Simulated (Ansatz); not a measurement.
Consider the cleavage of the Si–Si bond: `N[Si](N)([SiH3])[SiH3]` + H–F → `N[Si](N)(F)[SiH3]` + SiH₄.

Calculated with Ansatz (gas phase, PBE0-D4/def2-TZVP geometries, no zero-point term in ΔE). CBS: MP2 limit from def2 TZ/QZ plus the TZ coupled-cluster correction, frozen cores. This one scheme is used for every species. Functionals use def2-TZVPP. Each species was taken in one conformer, which may not be the lowest.

CCSD(T)/CBS gives -167.1 kJ/mol.

Question: Another level gave -173.3 kJ/mol. Which?
A. HF/def2-TZVPP
B. PBE0/def2-TZVPP
C. B2PLYP/def2-TZVPP
D. ωB97X-V/def2-TZVPP

Answer: D. ωB97X-V -173.3, HF/def2-TZVPP -206.2, PBE0 -159.2, B2PLYP -180.8 kJ/mol.

Largest T1 diagnostic among the species: 0.013.

The D4 term adds +11.6 kJ/mol with B3LYP and +6.9 kJ/mol with PBE0; it sums over pairs of atoms, weighted by their polarisabilities, and B3LYP, whose exchange is more repulsive, gets the larger term. From PBE to PBE0 (25 % exact exchange), in def2-TZVPP and without D4, ΔE moves by −6.0 kJ/mol.

B3LYP here is the variant with VWN-RPA as its local correlation; programs differ in this.
